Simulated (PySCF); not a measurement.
Species: BF4H2P.
InChI=1S/BF4H2P/c2-1(3,4)6-5/h6H2

Method: TDDFT PBE0/def2-SVPD, vertical, gas phase, core orbitals frozen in the response in PySCF 2.14.0, density-fitted response routines. Isolated species at its PBE0-D3(BJ)/def2-SVP geometry, gas phase. Torsions of this conformer, `[F:1][PH2+:2][B-:3]([F:4])([F:5])[F:6]`: F1–P2–B3–F4 -59°.

Orbital energies (eV): HOMO-3 -12.10, HOMO-2 -11.73, HOMO-1 -11.28, HOMO -9.25, LUMO -1.62, LUMO+1 -0.07, LUMO+2 0.08.

Lowest singlets, with some entries withheld (?).

| state | λ (nm) | f | main configurations (H = HOMO, L = LUMO) |
| --- | --- | --- | --- |
| S1 | 203.0 | 0.015 | H→L (99%) |
| S2 | 154.1 | 0.066 | H→L+1 (82%), H-2→L (9%) |
| S3 | ? | ? | ? |
| S4 | 147.9 | 0.028 | H-2→L (72%), H-4→L (12%), H→L+1 (12%) |
| S5 | 147.2 | 0.0018 | H-1→L (95%) |
| S6 | ? | ? | ? |
| S7 | 134.5 | 0.0001 | H-4→L (83%), H-2→L (15%) |
| S8 | 132.3 | 0.159 | H-3→L (64%), H→L+3 (26%) |
| S9 | 129.0 | 0.0000 | H-6→L (97%) |
| S10 | 127.8 | 0.013 | H-5→L (75%), H→L+4 (16%) |

(1) Supply the missing values.

(2) What is the mean static polarisability from the same response equations?

(3) What is the vertical ionisation energy by ΔSCF at this level?

(4) How far apart are S1 and S2, in eV and cm⁻¹?

Answers

(1) 
- S3: λ = 153.8 nm; f = 0.098; H→L+2 (94%)
- S6: λ = 136.8 nm; f = 0.106; H→L+3 (64%), H-3→L (32%)

(2) 43.3 au (6.42 Å³), with principal values 39.8, 40.1 and 50.1 au.

(3) 11.58 eV; −ε(HOMO) is 9.25 eV.

(4) 8.045 − 6.107 = 1.938 eV, or about 15630 cm⁻¹.
